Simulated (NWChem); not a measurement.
BHF2; SMILES FBF

```xyz
4

B      0.0000     0.0000    -0.4578
H      0.0000     0.0000    -1.6472
F     -1.1335     0.0000     0.2187
F      1.1335     0.0000     0.2187
```
Atoms are numbered in this order, from 1.

The geometry was optimised at B3LYP/6-31G* (spherical d).

Symmetry labels are those of C2v in the frame above (b1 and b2, or b-type labels, depend on it).

Problem. List the 4 lowest vertical singlet excitations and the 4 lowest triplet ones from B3LYP/aug-cc-pVDZ, TDA (NWChem).

Solution. 
```tsv
state	energy (eV)	oscillator strength	symmetry	leading excitation (squared amplitude)
S1	8.47	0.054	b2	HOMO → LUMO (0.98)
S2	9.47	0.000	a2	HOMO−1 → LUMO (0.98)
S3	10.01	0.014	a1	HOMO → LUMO+1 (0.99)
S4	10.34	0.013	b1	HOMO → LUMO+3 (0.90)
T1	7.49	spin-forbidden	b2	HOMO → LUMO (0.95)
T2	9.24	spin-forbidden	a2	HOMO−1 → LUMO (0.97)
T3	9.39	spin-forbidden	b1	HOMO−2 → LUMO (0.97)
T4	9.66	spin-forbidden	a1	HOMO → LUMO+1 (0.96)
```
